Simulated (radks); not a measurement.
Values are calculated unless marked as measured or tabulated.
Question: The table gives one normalised radial function P(r) = r R(r) (large component) of Tc+ in [Kr] 4d5 5s1 (r in bohr). Code: a radial shooting solver on a logarithmic mesh with Libxc functionals. Model: Dirac Kohn-Sham, PW91, spin-unpolarised, spherical densities, finite nucleus; open shells fill j = l - 1/2 first; Fermi nuclear charge, rms radius 4.4112 fm.

r	P
0.001564	0.0000
0.002428	0.0000
0.003801	0.0000
0.005901	0.0001
0.009237	0.0005
0.01434	0.0016
0.02245	0.0052
0.03485	0.0158
0.05412	0.0447
0.08471	0.1139
0.1315	0.2363
0.2059	0.3705
0.3196	0.3497
0.5003	0.0023
0.7768	-0.5288
1.206	-0.8178
1.888	-0.6572
2.931	-0.3222
4.588	-0.0836
7.124	-0.0091
11.15	-0.0002

Which n and l does it have? It may be an empty orbital.

Answer: n = 4, l = 2: the number of nodes gives n - l - 1 = 1, the rise at small r points to l (for j = l - 1/2 the large component starts outside the nucleus as r^gamma with gamma = sqrt(l^2 - (Z/c)^2) = 1.98 and the r^(l+1) term takes over further out; the orbital of l - 1 with the same j starts with the same power, but with a larger coefficient, and does not steepen), and the extent must fit the shell. The curve is that of 4d3/2; the two j differ most near the nucleus, where j = l - 1/2 has the larger amplitude, and in heavy atoms j = l - 1/2 is also the more compact. 4d3/2: eigenvalue -14.260 eV, 1 radial node at r = 0.501 bohr, <r> = 1.66 bohr, 90 % of the charge inside 2.66 bohr.
